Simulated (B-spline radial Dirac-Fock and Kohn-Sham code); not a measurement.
## M4 emission of Pb³⁺

System: lead as Pb³⁺, configuration [Xe] 4f14 5d10 6s1, inside a Watson sphere of charge -3 and radius 1.8 Å (a model of the Madelung potential; inside it an electron's potential energy is raised by 24.0 eV).

Input file task.json (cfg lists n, l and occupation; rrms is the nuclear radius in fm):

```json
{"items": [{
  "Z": 82,
  "q": 3,
  "cfg": [[1, 0, 2], [2, 0, 2], [2, 1, 6], [3, 0, 2], [3, 1, 6], [3, 2, 10], [4, 0, 2], [4, 1, 6], [4, 2, 10], [4, 3, 14], [5, 0, 2], [5, 1, 6], [5, 2, 10], [6, 0, 1]],
  "A": 208,
  "rrms": 5.5012,
  "watson": [-3, 1.8],
  "do": ["binding", "quiet", "decay"],
  "holes": ["K", "L1", "L2", "L3", "M1", "M2", "M3", "M4", "M5", "N1", "N2", "N3", "N4", "N5", "N6", "N7"]
}]}
```

Launch: `python xray_run.py task.json out`

The computed values come from a B-spline atomic structure program: independent-particle rates on relativistic LDA orbitals of the hole state (multipoles up to L = 3, Coulomb Auger matrix elements, transition energies from Dirac-Fock).

```
 line  multipole  energy (eV)  width (meV)  share (%)
M4-N2         E1       1816.9         3.27       4.00
M4-N3         E1       1937.1        0.341      0.418
M4-N6         E1       2445.6         77.4       94.7
M4-O2         E1       2478.7        0.627      0.767
M4-O3         E1       2500.9       0.0643     0.0787
```

The listed lines hold 100.0 % of the radiative rate. The radiative width is 0.0817 eV in the length form and 0.0824 eV in the velocity form; the two differ because the transition energies are not eigenvalue differences of the potential that gave the orbitals.
